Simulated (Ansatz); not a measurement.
```xyz
4

N    -0.0033    0.0045   -0.6242
N    -0.0022   -0.0003    0.6256
H    -0.0016    1.0044   -0.9190
H    -0.0004   -0.9988    0.9236
```

Basis set: cc-pVDZ (spherical functions). Left uncorrelated: 2 orbitals. Charge 0, multiplicity 1.

Computed with Ansatz (development build ahead of 0.2.0); each method stands on the lowest determinant of its kind that the runs found. Restricted open shells among the atoms or ions are ROHF, correlated in semicanonical orbitals with singles.

The atomization energy at this shape (free ground-state atoms in the same class of orbitals less the molecule, no zero-point energy) of singlet N2H2:

```csv
method,atomization energy
RHF-MP2,260.83 kcal/mol
```

Question: What does RHF give?

Answer: 144.52 kcal/mol.
